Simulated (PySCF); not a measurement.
aminoborane (H4BN), singlet, at a GFN2-xTB geometry, atoms displaced at random by about 0.03 Å a coordinate.

PySCF was given this input:
```python
from pyscf import gto, scf, dft

mol = gto.Mole()
mol.atom = '''
    B    -0.800886    0.092312   -0.050894
    N     0.599445   -0.047621   -0.045111
    H    -1.425446   -0.927759   -0.020256
    H    -1.273870    1.121103    0.043643
    H     1.221572    0.722225    0.009203
    H     1.085394   -0.942270    0.010637
'''
mol.basis = 'cc-pvdz'
mol.charge = 0
mol.spin = 0
mol.verbose = 4
mol.build()

mf = dft.RKS(mol)
mf.xc = 'r2scan'
mf.kernel()
g = mf.nuc_grad_method()
grad = g.kernel()
```

### Question
Give the dipole moment at the level R2SCAN/cc-pVDZ, gradient (PySCF).

### Answer
2.07 D

### Question
What is the computed number of basis functions (R2SCAN/cc-pVDZ, gradient)?

### Answer
48

### Question
What total energy does R2SCAN/cc-pVDZ, gradient give?

### Answer
-81.9804 Eh

### Question
Give the HOMO-LUMO gap at the level R2SCAN/cc-pVDZ, gradient.

### Answer
7.11 eV

### Question
Give the Mulliken (on the basis functions themselves) charges in atom order at the level R2SCAN/cc-pVDZ, gradient.

### Answer
B1 -0.05, N2 -0.02, H3 -0.07, H4 -0.06, H5 0.09, H6 0.10

### Question
Estimate the nuclear repulsion energy that R2SCAN/cc-pVDZ, gradient returns for this input.

### Answer
32.2351 Eh
